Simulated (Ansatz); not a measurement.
Reactions of FHSSi, SMILES `F[Si]S`.

Calculated with Ansatz (gas phase, PBE0-D4/def2-TZVP geometries, no zero-point term in ΔE). CCSD(T)/CBS is the MP2 limit (def2-TZVPP, def2-QZVPP) plus CCSD(T) − MP2 in def2-TZVPP, frozen cores. Small cases extrapolate CCSD(T) itself. DFT in def2-TZVPP. No spin–orbit coupling; open shells (•) take unrestricted orbitals. Spin–orbit coupling would lower the free atoms: a little for F, S, Si. Elements past krypton have def2 core potentials. Bonds to Ag are less sure, by a few kJ/mol each and by 10 to 20 or more in all where they break to atoms, as the def2 sets lack core-valence functions. Each species was taken in one conformer, which may not be the lowest.

```json
{"reaction": "`F[Si]S` + `[SiH3][N]([SiH3])[Ag]` → `[SiH3]N([SiH3])[Si]S` + `[F][Ag]`", "LDA (SPW92) (kcal/mol)": "17.3", "PBE0-D4 (kcal/mol)": "14.9", "ωB97M-V (kcal/mol)": "15.7", "CCSD(T)/CBS(def2) (kcal/mol)": "16.0"}
{"reaction": "`F[Si]S` + H₂O → `O[Si]S` + H–F", "LDA (SPW92) (kcal/mol)": "7.9", "PBE0-D4 (kcal/mol)": "8.2", "ωB97M-V (kcal/mol)": "9.2", "CCSD(T)/CBS(def2) (kcal/mol)": "8.6"}
{"reaction": "`F[Si]S` + HCl → `F[Si]Cl` + H₂S", "LDA (SPW92) (kcal/mol)": "-8.1", "PBE0-D4 (kcal/mol)": "-8.7", "ωB97M-V (kcal/mol)": "-10.4", "CCSD(T)/CBS(def2) (kcal/mol)": "-9.7"}
{"reaction": "`F[Si]S` + HCl → `S[Si]Cl` + H–F", "LDA (SPW92) (kcal/mol)": "5.8", "PBE0-D4 (kcal/mol)": "4.6", "ωB97M-V (kcal/mol)": "7.4", "CCSD(T)/CBS(def2) (kcal/mol)": "5.8"}
{"reaction": "`F[Si]S` + H₂S → `S[Si]S` + H–F", "LDA (SPW92) (kcal/mol)": "11.7", "PBE0-D4 (kcal/mol)": "10.9", "ωB97M-V (kcal/mol)": "15.5", "CCSD(T)/CBS(def2) (kcal/mol)": "13.0"}
{"reaction": "`F[Si]S` → F• + H• + S• + Si•", "LDA (SPW92) (kcal/mol)": "370.2", "PBE0-D4 (kcal/mol)": "313.8", "ωB97M-V (kcal/mol)": "322.4", "CCSD(T)/CBS(def2) (kcal/mol)": "319.3"}
```

Largest T1 diagnostic: 0.023, for `[F][Ag]`.

Extrapolated directly: `F[Si]S` + H₂O → `O[Si]S` + H–F; `F[Si]S` + HCl → `F[Si]Cl` + H₂S; `F[Si]S` + HCl → `S[Si]Cl` + H–F; `F[Si]S` + H₂S → `S[Si]S` + H–F; `F[Si]S` → F• + H• + S• + Si•.
